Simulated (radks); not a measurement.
S3+, 13 electrons, occupied as [Ne] 3s2 3p1.

Calculated with a radial shooting solver on a logarithmic mesh with Libxc functionals: Dirac Kohn-Sham, relativistic LDA (MacDonald-Vosko exchange, VWN5 correlation), spin-unpolarised, spherical densities, finite nucleus; open shells fill j = l - 1/2 first; Fermi nuclear charge, rms radius 3.2611 fm.

Energy parts (eV):
part                      energy
total                 -10751.924
kinetic                10782.173
electron-nucleus      -25149.627
Hartree                 4238.285
exchange-correlation    -622.755

Orbitals (lengths in bohr, moments of r in powers of bohr; r(90%) holds 90 % of the orbital's charge):
\begin{tabular}{lrrrr}
orbital & occ. & eigenvalue (eV) & r(90%) & small-component weight \\ \hline
1s1/2 & 2 & -2436.164 & 0.174 & 3.21e-03 \\
2s1/2 & 2 & -252.1337 & 0.753 & 4.91e-04 \\
2p1/2 & 2 & -199.0478 & 0.734 & 4.72e-04 \\
2p3/2 & 4 & -197.7811 & 0.737 & 4.69e-04 \\
3s1/2 & 2 & -52.2455 & 2.25 & 9.41e-05 \\
3p1/2 & 1 & -40.4929 & 2.50 & 7.98e-05 \\
3p3/2 & 0 & -40.3564 & 2.51 & 7.95e-05 \\
\end{tabular}

The highest occupied level is 3p1/2 at -40.493 eV. Summed over all electrons, <r^2> = 10.49 bohr^2, which gives a Langevin (diamagnetic) susceptibility term of -8.31 x 10^-6 cm^3/mol. The density falls to 0.001 e/bohr^3 at r = 3.10 bohr. The electron density at the nucleus is 2922 e/bohr^3.
